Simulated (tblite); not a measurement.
Species: C4H8F2GeSi.
SMILES with atom numbers: `[F:1][CH:2]([F:3])[CH2:4][C:5]#[C:6][GeH2:7][SiH3:8]` (hydrogens: H9 on C2; H10, H11 on C4; H12, H13 on Ge7; H14, H15, H16 on Si8)

Computed with GFN2-xTB (tblite), gas phase: L-BFGS steps from a force-field or distance-geometry start until the largest atomic force falls under 0.01 eV/Å.

Step 22: E = -699.4282 eV
```
atom  x, y, z in Å  |  force x, y, z in eV/Å
F1     -2.0447    1.5145    1.4640    0.006  -0.006  -0.010
C2     -2.6815    0.9311    0.4207    0.001   0.011   0.014
F3     -4.0066    1.1389    0.6293   -0.012  -0.009  -0.008
C4     -2.3849   -0.5620    0.3553   -0.022  -0.033   0.019
C5     -0.9825   -0.8053    0.0710   -0.014   0.022   0.000
C6      0.1859   -1.0001   -0.1507   -0.002   0.001  -0.004
Ge7     2.0476   -1.2029   -0.4809    0.030  -0.003  -0.014
Si8     3.1609    0.8525   -0.3550    0.000   0.010   0.004
H9     -2.3978    1.4735   -0.4937    0.035   0.015  -0.013
H10    -3.0129   -1.0001   -0.4242   -0.010  -0.006  -0.021
H11    -2.6529   -1.0116    1.3154    0.004  -0.006   0.030
H12     2.4715   -2.2716    0.4989   -0.015   0.012  -0.005
H13     2.0900   -1.9224   -1.8106   -0.004   0.013   0.013
H14     4.5847    0.6621   -0.6284    0.019  -0.008  -0.004
H15     2.6130    1.7790   -1.3455   -0.009  -0.004  -0.014
H16     3.0025    1.4334    0.9763   -0.005  -0.009   0.013
```

Step 23: E = -699.4284 eV
```
atom  x, y, z in Å  |  force x, y, z in eV/Å
F1     -2.0450    1.5129    1.4648    0.012  -0.006  -0.003
C2     -2.6805    0.9300    0.4208   -0.005   0.008  -0.002
F3     -4.0055    1.1415    0.6264   -0.014  -0.018  -0.007
C4     -2.3854   -0.5641    0.3560   -0.028  -0.005   0.014
C5     -0.9831   -0.8053    0.0703   -0.023   0.021   0.003
C6      0.1858   -0.9952   -0.1515   -0.001  -0.006  -0.004
Ge7     2.0466   -1.2013   -0.4811    0.049  -0.012  -0.015
Si8     3.1628    0.8527   -0.3551   -0.001   0.011   0.003
H9     -2.3944    1.4719   -0.4936    0.036   0.008  -0.007
H10    -3.0141   -1.0025   -0.4231   -0.008  -0.003  -0.014
H11    -2.6516   -1.0128    1.3168   -0.001  -0.009   0.031
H12     2.4677   -2.2715    0.4991   -0.017   0.018  -0.009
H13     2.0878   -1.9220   -1.8104   -0.004   0.015   0.015
H14     4.5874    0.6631   -0.6284    0.007  -0.006  -0.002
H15     2.6122    1.7783   -1.3454   -0.003  -0.005  -0.012
H16     3.0017    1.4330    0.9763    0.000  -0.009   0.009
```

Problem. Estimate the geometry and energy of step 24. (The exact step hangs on the optimiser's Hessian estimate; all steps are aligned on step 23, rigid shifts and turns removed.)

Solution. E = -699.4287 eV, largest force 0.049 eV/Å
```
atom  x, y, z in Å  |  force x, y, z in eV/Å
F1     -2.0451    1.5112    1.4655    0.014  -0.006   0.003
C2     -2.6796    0.9291    0.4208   -0.010   0.000  -0.018
F3     -4.0047    1.1439    0.6234   -0.010  -0.022  -0.006
C4     -2.3865   -0.5663    0.3569   -0.023   0.023   0.006
C5     -0.9840   -0.8049    0.0697   -0.021   0.014   0.006
C6      0.1856   -0.9903   -0.1524    0.000  -0.011  -0.005
Ge7     2.0463   -1.1997   -0.4815    0.047  -0.011  -0.010
Si8     3.1649    0.8532   -0.3552    0.000   0.009   0.001
H9     -2.3902    1.4705   -0.4935    0.031  -0.003   0.003
H10    -3.0154   -1.0049   -0.4223   -0.004   0.001   0.000
H11    -2.6502   -1.0142    1.3188   -0.005  -0.007   0.023
H12     2.4635   -2.2711    0.4992   -0.016   0.019  -0.009
H13     2.0855   -1.9213   -1.8099   -0.003   0.013   0.009
H14     4.5902    0.6640   -0.6285   -0.008  -0.003   0.001
H15     2.6111    1.7774   -1.3456    0.004  -0.006  -0.008
H16     3.0009    1.4324    0.9766    0.004  -0.009   0.005
```

The energy changes by -0.0002 eV. The first-order estimate −F·Δx gives -0.0003 eV and the mean of the old and new forces, exact on a quadratic surface, -0.0002 eV. The step makes an angle of 72° with the force vector and moves no atom by more than 0.005 Å.

The cost below is that of the whole relaxation. The run took 0.56 s wall on one thread of an Arm Neoverse N1 (shared host).
